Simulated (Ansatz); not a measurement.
Start from `N[SiH](O)[SbH2]` and change one atom or group to get `N[SiH](O)CCl`.

Ansatz, PBE0-D4/def2-TZVP geometries, multiplicity 1. Each molecule was computed in one conformer, which needn't be the lowest.

Elements past krypton have def2 core potentials.

| property | `N[SiH](O)[SbH2]` |
| --- | --- |
| HOMO–LUMO gap (PBE0/def2-TZVPP) / eV | 6.53 |
| LUMO energy (PBE/def2-TZVPP) / eV | -0.87 |
| size of the dipole moment (PBE/def2-TZVPP) / D | 2.20 |
| size of the dipole moment (ωB97M-V/def2-TZVPP) / D | 2.21 |
| HOMO energy (B3LYP/def2-TZVPP) / eV | -6.44 |
| size of the dipole moment (B3LYP/def2-TZVPP) / D | 2.12 |

Q: Give the same properties after the change, and the shifts. (Best estimate.)

A: Computed: 
| property | `N[SiH](O)CCl` | shift |
| --- | --- | --- |
| HOMO–LUMO gap (PBE0/def2-TZVPP) / eV | 7.93 | 1.40 |
| LUMO energy (PBE/def2-TZVPP) / eV | -0.83 | 0.04 |
| size of the dipole moment (PBE/def2-TZVPP) / D | 0.98 | -1.22 |
| size of the dipole moment (ωB97M-V/def2-TZVPP) / D | 0.98 | -1.23 |
| HOMO energy (B3LYP/def2-TZVPP) / eV | -7.47 | -1.03 |
| size of the dipole moment (B3LYP/def2-TZVPP) / D | 0.97 | -1.15 |

With PBE0 the HOMO falls by 1.10 eV and the LUMO rises by 0.29 eV, so the gap widens by about 1.39 eV. PBE moves the HOMO by -0.67 eV and ωB97M-V by -1.49 eV. Dipoles are sizes alone; their direction can turn.

B3LYP here is the variant with VWN-RPA as its local correlation; programs differ in this.

Spin–orbit coupling is left out; it splits and shifts lone-pair levels of the heavy atoms by tenths of an eV.
